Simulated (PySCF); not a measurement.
# Polarisability and C₆ of I⁻ (iodine, charge -1)

[Xe], closed-shell 1S. Computed with PySCF 2.14 in aug-cc-pV5Z-PP with ECP28MDF (8s8p6d4f3g2h, 139 functions), with scalar relativity through the core potential. Coupled (time-dependent) response in atomic units; α is the mean over directions.

| method | mean α (bohr³) | C₆ (like pair) | S(−4) |
| --- | --- | --- | --- |
| BHandHLYP | 64.13 | 901.4 | 1112 |

S(−4) is the Cauchy moment in α(ω) = α(0) + S(−4) ω² + …

α(iu) at BHandHLYP:

```json
{"u (hartree)": "0", "α(iu) (bohr³)": "64.13"}
{"u (hartree)": "0.0500", "α(iu) (bohr³)": "61.53"}
{"u (hartree)": "0.100", "α(iu) (bohr³)": "55.35"}
{"u (hartree)": "0.200", "α(iu) (bohr³)": "41.46"}
{"u (hartree)": "0.300", "α(iu) (bohr³)": "30.71"}
{"u (hartree)": "0.500", "α(iu) (bohr³)": "18.08"}
{"u (hartree)": "0.750", "α(iu) (bohr³)": "10.72"}
{"u (hartree)": "1.00", "α(iu) (bohr³)": "7.121"}
{"u (hartree)": "1.50", "α(iu) (bohr³)": "3.890"}
{"u (hartree)": "2.00", "α(iu) (bohr³)": "2.521"}
{"u (hartree)": "3.00", "α(iu) (bohr³)": "1.368"}
{"u (hartree)": "5.00", "α(iu) (bohr³)": "0.6165"}
```

For an ion, C₆ is the dispersion term alone; charge-induced terms of lower order in 1/R come first.

Energies and moments cover only the electrons outside the core potential.
